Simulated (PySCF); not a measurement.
# Dipole moment and polarisability of `FCC[SiH2]F`

Compound: C₂H₆F₂Si.
Structure used (GFN2-xTB), in Å, numbered top down from 1:
```
atom  x, y, z in Å
F1    -1.053   -1.637    0.601
C2    -1.338   -0.302    0.413
C3    -0.338    0.326   -0.540
Si4    1.464    0.084    0.024
F5     2.357    0.933   -1.019
H6    -1.297    0.162    1.404
H7    -2.363   -0.259    0.028
H8    -0.577    1.387   -0.623
H9    -0.476   -0.109   -1.532
H10    1.706    0.705    1.319
H11    1.920   -1.288   -0.101
```

Level: PBE0/def2-SVPD (PySCF), static field, nuclei fixed, core orbitals frozen in the response. The polarisability tensor in these axes (au):

```
x   56.81  0.35  0.17
y    0.35 48.31 -0.50
z    0.17 -0.50 47.92
```

Diagonalise the tensor; give its mean and Δα, where Δα² is half the sum of the squared differences of the eigenvalues.

Principal values 47.57, 48.64 and 56.83 au; mean 51.01 au = 7.56 Å³ = 8.41 × 10⁻⁴⁰ C²·m²/J; Δα = 8.77 au (17 % of the mean).

What is the dipole moment, and where does it point?

(-1.64, 0.88, 0.51) D, 1.93 D in size, pointing from the negative to the positive side. Measured along this direction, the outermost atoms are H11 at the negative end and H7 at the positive end.

Find the Langevin capture rate constant for NO+ (29.998 u) meeting this molecule (96.021 u), k = 2.342 × 10⁻⁹ cm³/s × √(α in Å³ / reduced mass in u).

The reduced mass is 22.86 u, so k = 1.35 × 10⁻⁹ cm³/s. The formula leaves out the permanent dipole, which adds to the capture rate.

Sum over states: ᾱ = Σ f/ω², ω in Eh. What share falls to these 8 lowest TDDFT singlets (eV, f)? 7.55, 0.0031; 8.18, 0.0110; 8.25, 0.0065; 8.66, 0.0052; 8.97, 0.1707; 9.00, 0.0303; 9.14, 0.0029; 9.38, 0.0468.

They add up to 2.55 au, 5.0 % of the 51.01 au; the largest single term is 1.57 au, from the state at 8.97 eV. Terms in order: 0.04, 0.12, 0.07, 0.05, 1.57, 0.28, 0.03, 0.39 au. Higher excitations give the rest. The strengths listed sum to 0.277.

Traceless (Buckingham) quadrupole moment about the centre of nuclear charge: eigenvalues?

-10.79, 3.93, 6.86 D·Å. The values depend on the origin, since the dipole doesn't vanish. The electronic extent ⟨r²⟩ about the same centre is 678 bohr², a root-mean-square distance of 1.95 Å for the 50 electrons.

The structure is a single GFN2-xTB conformer in the gas phase; no vibrational or solvent corrections.
